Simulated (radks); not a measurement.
Species: the palladium ion Pd2+. Configuration: [Kr] 4d(up 4, down 4) (spins set by hand, not the high-spin state).

Method: scalar-relativistic Kohn-Sham, BLYP, spin-polarised, spherical densities, finite nucleus; Fermi nuclear charge, rms radius 4.5318 fm; computed with a radial shooting solver on a logarithmic mesh with Libxc functionals.

Energy parts (eV):
| part | energy |
|---|---|
| total | -137288.705 |
| kinetic | 142405.468 |
| electron-nucleus | -330634.591 |
| Hartree | 54849.800 |
| exchange-correlation | -3909.382 |

Orbitals (lengths in bohr, moments of r in powers of bohr; r(90%) holds 90 % of the orbital's charge):
| orbital | occ. | eigenvalue (eV) | <r> | <1/r> | r(90%) |
|---|---|---|---|---|---|
| 1s | 2 | -24194.86 | 0.03185 | 48.24 | 0.0571 |
| 2s | 2 | -3554.348 | 0.1383 | 10.94 | 0.214 |
| 2p | 6 | -3189.713 | 0.1206 | 10.58 | 0.196 |
| 3s | 2 | -661.3742 | 0.3794 | 3.826 | 0.559 |
| 3p | 6 | -541.5377 | 0.3788 | 3.645 | 0.570 |
| 3d | 10 | -351.0782 | 0.3577 | 3.419 | 0.567 |
| 4s | 2 | -110.3880 | 0.9415 | 1.463 | 1.37 |
| 4p | 6 | -75.9791 | 1.032 | 1.313 | 1.53 |
| 4d | 8 | -27.2340 | 1.378 | 0.9725 | 2.18 |

The highest occupied level is 4d at -27.234 eV. The density falls to 0.001 e/bohr^3 at r = 3.38 bohr. The electron density at the nucleus is 1.36e+05 e/bohr^3 (large components only). Summed over all electrons, <r^2> = 30.57 bohr^2, which gives a Langevin (diamagnetic) susceptibility term of -24.2 x 10^-6 cm^3/mol.
